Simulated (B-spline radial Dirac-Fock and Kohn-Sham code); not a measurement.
# Two-hole binding energies of Pr³⁺

System: praseodymium as Pr³⁺ in the configuration [Xe] 4f1 6p1 (an excited configuration).

Model: ΔSCF Dirac-Fock with Breit, self-energy and vacuum polarisation, finite nucleus, configuration average. Program: a B-spline atomic structure program. U is the two-hole binding energy less the two single-hole energies, the effective repulsion of the holes after relaxation. Each two-hole energy is an average over J within one jj subconfiguration.

```
          holes  E(a) (eV)  E(b) (eV)  E(ab) (eV)  U (eV)
   1s⁻¹ 2p3/2⁻¹    42037.2     6015.2     48312.4   260.0
   1s⁻¹ 3p3/2⁻¹    42037.2     1296.8     43417.2    83.2
   1s⁻¹ 3d3/2⁻¹    42037.2     1004.0     43120.1    78.9
   2s⁻¹ 2p1/2⁻¹     6891.5     6491.5           ?       ?
        2p1/2⁻²     6491.5     6491.5     13192.6   209.7
2p1/2⁻¹ 2p3/2⁻¹     6491.5     6015.2     12692.4   185.7
   2s⁻¹ 3p3/2⁻¹     6891.5     1296.8      8259.5    71.2
2p1/2⁻¹ 3p3/2⁻¹     6491.5     1296.8      7862.3    74.0
   2p3/2⁻¹ 3s⁻¹     6015.2     1562.6      7649.2    71.3
2p3/2⁻¹ 3d3/2⁻¹     6015.2     1004.0      7099.1    79.9
        3p3/2⁻²     1296.8     1296.8      2648.2    54.5
        3d3/2⁻²     1004.0     1004.0      2069.7    61.7
        5p1/2⁻²      61.46      61.46       136.9    13.9
        5p3/2⁻²      57.93      57.93       128.8    12.9
```

Q: Give the missing two-hole energy and U.

A: E(ab) = 13540.9 eV and U = 158.0 eV.

Values without a named source are computed, but for edge energies of neutral atoms, which are taken from tables.
